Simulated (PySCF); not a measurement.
**Ionisation energy of Mn⁸⁺ by level of theory**

Mn⁸⁺ [Ne] 3s2 3p5 (2P) → Mn⁹⁺ [Ne] 3s2 3p4 (3P), as a difference of total energies. All numbers are calculated (PySCF 2.14, the spin-free X2C one-electron Hamiltonian (Gaussian nucleus), in an uncontracted even-tempered set (20 s from 0.32 bohr⁻², ratio 2.5; 13 p from 0.42 bohr⁻², ratio 2.5; 5 d from 3.8 bohr⁻², ratio 2.7; 5 f from 5.7 bohr⁻², ratio 2.7)). Correlated levels: outer shells: 1s2 frozen; virtual orbitals above 40 to 60 times the deepest correlated orbital energy dropped. The calculations carry no spin-orbit coupling.

| method | ionisation energy (eV) |
| --- | --- |
| UHF | 220.16 |
| MP2 (outer shells) | 221.07 |
| SCS-MP2 (outer shells) | 221.03 |
| CCSD (outer shells) | 221.00 |
| CCSD(T) (outer shells) | 221.00 |

**Question.** How much does correlation contribute at CCSD(T) (outer shells)?

**Answer.** 221.00 − (220.16) = 0.84 eV, measured against UHF.

The reference lies between the lowest fine-structure levels, while these numbers refer to the centres of the terms.

For comparison: 221.89 ± 0.17 eV (semi-empirical (NIST evaluation); NIST Atomic Spectra Database, ionization energies).
